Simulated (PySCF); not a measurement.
Computed shifts of a molecule C2H5ClOSi2, PBE0/pcSseg-1 in PySCF, GIAO, gas phase, atoms alike by connectivity averaged where their shifts nearly agree, in ppm (number of nuclei): ²⁹Si: -41.1 (1), -46.7 (1). ¹³C: 124.6 (1), 115.3 (1). ¹H: 5.42 (2), 5.30 (1), 5.06 (1), 1.34 (1). References: ¹⁷O against H2O (σ = 334.2 ppm); ²⁹Si against TMS (σ = 352.7 ppm); ¹³C against TMS (σ = 186.3 ppm); ³⁵Cl against HCl (σ = 945.9 ppm); ¹H against TMS (σ = 31.56 ppm), references at their B3LYP-D3(BJ)/def2-TZVP geometries, non-relativistic (without spin–orbit terms, shifts of atoms bonded to Cl or Br come out too high). The structure is a stationary point at B3LYP-D3(BJ)/def2-SVP. Other conformers were not sampled.

Problem. Identify the compound among the candidates.
A. O[Si@H]1C=C(Cl)[SiH2]1
B. [SiH3]C1=CO[Si@@H]1Cl
C. O[SiH2]C#C[SiH2]Cl
D. C#C[SiH2]O[SiH2]Cl

Solution. C, O[SiH2]C#C[SiH2]Cl
